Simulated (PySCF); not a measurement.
Vertical excitation energies

C₇H₁₃F.
SMILES: `FCC(=C)[C@@H](C)CC`

Computed with TDDFT wB97X-D/def2-SVPD, vertical, gas phase, core orbitals frozen in the response in PySCF. One conformer (not necessarily the lowest) at the PBE0-D3(BJ)/def2-SVP geometry, without solvent, vibrations or thermal averaging. Torsions of this conformer, `[CH2:1]=[C:2]([CH2:3][F:4])[C@@H:5]([CH3:6])[CH2:7][CH3:8]`: C1–C2–C3–F4 -1°, C1–C2–C5–C6 114°, C2–C5–C7–C8 57°.

Question: What does the calculation give for the low-lying excited states?

Answer: 

```json
{"state": "S1", "λ (nm)": "171.2", "E (eV)": "7.24", "f": "0.379", "main configurations (H = HOMO, L = LUMO)": "H→L (96%)"}
{"state": "S2", "λ (nm)": "166.5", "E (eV)": "7.45", "f": "0.040", "main configurations (H = HOMO, L = LUMO)": "H→L+1 (65%), H→L+2 (15%), H→L+4 (10%)"}
{"state": "S3", "λ (nm)": "155.7", "E (eV)": "7.96", "f": "0.0009", "main configurations (H = HOMO, L = LUMO)": "H-1→L (52%), H→L+3 (15%)"}
{"state": "S4", "λ (nm)": "155.1", "E (eV)": "8.00", "f": "0.0016", "main configurations (H = HOMO, L = LUMO)": "H→L+3 (34%), H-1→L (23%), H→L+4 (18%)"}
{"state": "S5", "λ (nm)": "152.7", "E (eV)": "8.12", "f": "0.010", "main configurations (H = HOMO, L = LUMO)": "H→L+2 (36%), H→L+4 (27%), H→L+1 (24%)"}
{"state": "S6", "λ (nm)": "146.8", "E (eV)": "8.45", "f": "0.0061", "main configurations (H = HOMO, L = LUMO)": "H-2→L (66%), H-1→L (9%)"}
{"state": "S7", "λ (nm)": "145.4", "E (eV)": "8.52", "f": "0.050", "main configurations (H = HOMO, L = LUMO)": "H→L+3 (31%), H→L+4 (29%), H→L+2 (26%)"}
{"state": "S8", "λ (nm)": "137.4", "E (eV)": "9.02", "f": "0.012", "main configurations (H = HOMO, L = LUMO)": "H→L+7 (39%), H→L+6 (13%), H→L+5 (13%)"}
{"state": "S9", "λ (nm)": "136.4", "E (eV)": "9.09", "f": "0.0086", "main configurations (H = HOMO, L = LUMO)": "H-1→L+1 (69%)"}
{"state": "S10", "λ (nm)": "134.9", "E (eV)": "9.19", "f": "0.032", "main configurations (H = HOMO, L = LUMO)": "H→L+5 (22%), H→L+6 (18%), H-3→L (15%)"}
```

Triplets, Tamm–Dancoff:

| state | E (eV) | λ (nm) | main configurations (H = HOMO, L = LUMO) |
| --- | --- | --- | --- |
| T1 | 4.47 | 277.2 | H→L (88%) |
| T2 | 7.42 | 167.2 | H→L+1 (61%), H→L+2 (17%), H→L+4 (10%) |
| T3 | 7.62 | 162.7 | H-1→L (65%), H-2→L (13%) |
| T4 | 7.95 | 155.9 | H→L+3 (43%), H→L+4 (17%), H→L+2 (17%) |

The lowest singlet lies at 7.24 eV (171 nm, vacuum ultraviolet) and is strong; its leading configuration is HOMO→LUMO (96%). The lowest level is also the most intense of those listed (f = 0.379). Löwdin shares by element: HOMO carbon 80% or more (atoms not listed hold the other 20%); LUMO carbon 59% or more, hydrogen 13% or more (atoms not listed hold the other 27%). Of the 10 states listed, 6 reach f = 0.01 and none stays under 0.0005. The oscillator strengths of these states sum to 0.541; summed over the whole spectrum of an exact calculation they would give the number of electrons, 64 (Thomas–Reiche–Kuhn). Orbital energies (eV): HOMO-3 -11.53, HOMO-2 -11.14, HOMO-1 -10.90, HOMO -9.15, LUMO 2.05, LUMO+1 2.24, LUMO+2 2.76. No computed singlet lies in the visible range (380 to 750 nm); the lowest, at 171 nm, stands 3.98 eV above its violet end (3.26 eV). All these states lie below the vertical ionisation energy of 9.31 eV (ΔSCF). The window holds the lowest 10 singlets.
